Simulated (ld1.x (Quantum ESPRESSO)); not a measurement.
Configuration tests for In (TM)

ld1.x (Quantum ESPRESSO) 7.5 input, shortened:

```
&input
   title='In', zed=49., rel=2, dft='PZ', iswitch=3,
   config='[Kr] 4d10 5s2 5p1', rel_dist='average'
 /
 &inputp
   pseudotype=2, tm=.true., lloc=0,
   nlcc=.false.
 /
2
5P  2  1   1.00   0.00  2.55  2.55  0.0
5S  1  0   2.00   0.00  2.10  2.10  0.0
 &test
   configts(1)='5s2 5p1'
 /
```

Open shells are filled in proportion to 2j + 1 (rel_dist='average').

Energies are relative to the spin-unpolarised reference configuration 5s2 5p1; without spin polarisation the order of configurations can differ from experiment. The frozen-core shift is the all-electron ΔE with the core orbitals held at their reference shape minus the fully relaxed ΔE.

| valence configuration | charge | ΔE all-electron (eV) | error AE − PS (meV) | frozen-core shift (meV) |
| --- | --- | --- | --- | --- |
| 5s1 5p0 | +2 | 25.267 | +162 | +239 |
| 5s2 5p0.5 | +0.5 | 2.050 | +2.6 | +2.5 |
| 5s1 5p2 | 0 | 5.925 | +18 | +19 |
| 5s0 5p3 | 0 | 12.134 | +92 | +76 |
| 5s2 5p1.3 | -0.3 | -0.585 | +0.5 | +0.3 |

(1) What are ΔE and the potential's error for 5s1 5p1?

(2) What are ΔE and the potential's error for 5s2 5p0?

Levels in the configuration 5s1 5p1:

| level | all-electron (eV) | pseudo (eV) |
| --- | --- | --- |
| 5s j=1/2 | -16.293 | -16.196 |
| 5p j=1/2 | -9.838 | -9.786 |
| 5p j=3/2 | -9.360 | -9.316 |

Results:

(1) ΔE = 12.287 eV all-electron; the error (AE − PS) is +34 meV.

(2) ΔE = 5.606 eV all-electron; the error (AE − PS) is +15 meV.
